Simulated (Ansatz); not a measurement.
F3In (SMILES [F][In]([F])[F]) moved off its minimum; all values from Ansatz (a program for electronic structure), cores frozen in correlated methods. Elements past Kr take the def2 small-core potentials, without spin–orbit coupling.
(charge 0, multiplicity 1)
```xyz
4

In     0.2376     0.0106     0.0577
F     -1.7215    -1.0914     0.0261
F      0.0722     1.9025    -0.5654
F      1.8752    -0.7244     0.8690
```

Forces at r2SCAN/def2-TZVPP (eV/Å):

```
atom      Fx      Fy      Fz
----  ------  ------  ------
In1   -2.226  -0.457   0.070
F2     3.033   1.600   0.029
F3     0.182  -1.516   0.440
F4    -0.989   0.374  -0.539
```

Problem. Give the forces (eV/Å), the total energy and the dipole at CCSD(T)/def2-TZVPPD.

Solution. 
```csv
atom,Fx,Fy,Fz
In1,-2.488,-0.544,0.051
F2,3.112,1.617,0.029
F3,0.199,-1.375,0.389
F4,-0.823,0.301,-0.469
```
Energy -488.5757 hartree, dipole 1.69 D.
